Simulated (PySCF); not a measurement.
GaN (SMILES [N]=[Ga]), triplet, at a GFN2-xTB geometry (such geometries of metal compounds can be far from the true shape).

PySCF was given this input:
```python
from pyscf import gto, scf, dft

mol = gto.Mole()
mol.atom = '''
    Ga   -0.000000   -0.000000   -0.330326
    N     0.000000    0.000000    1.462874
'''
mol.basis = '6-31g'
mol.charge = 0
mol.spin = 2
mol.verbose = 4
mol.build()

mf = dft.UKS(mol)
mf.xc = 'lda,vwn'
mf.kernel()
mf.analyze()
```

Question: What does this run give for the <S^2>, total energy, nuclear repulsion energy, HOMO energy, dipole moment, number of basis functions?

Answer: 
```json
{
  "<S^2>": "2.021",
  "total_energy": "-1975.635930 Ha",
  "nuclear_repulsion_energy": "64.0372 Eh",
  "HOMO energy": "-5.31 eV",
  "dipole_moment": "2.28 D",
  "number_of_basis_functions": "36"
}
```

These values belong to the state on which the SCF converged, which isn't shown to be the lowest.
